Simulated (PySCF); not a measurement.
How methods differ on the ionisation energy of Cd⁺

Cd⁺ [Kr] 4d10 5s1 (2S) → Cd²⁺ [Kr] 4d10 (1S), as a difference of total energies. Computed with PySCF 2.14 in aug-cc-pwCVDZ-PP with ECP28MDF, with scalar relativity through the core potential. Correlated levels: valence: 4s2 4p6 frozen. The calculations carry no spin-orbit coupling.

```csv
method,ionisation energy (eV)
UHF,15.566
MP2 (valence),16.739
SCS-MP2 (valence),16.559
CCSD (valence),16.567
CCSD(T) (valence),16.624
```

Q: How much does correlation contribute at CCSD(T) (valence)?

A: 16.624 − (15.566) = 1.058 eV, measured against UHF.

Errors of the correlated levels include the incompleteness of this basis and the frozen core.

For comparison: 16.908 eV (measured; NIST Atomic Spectra Database, ionization energies).
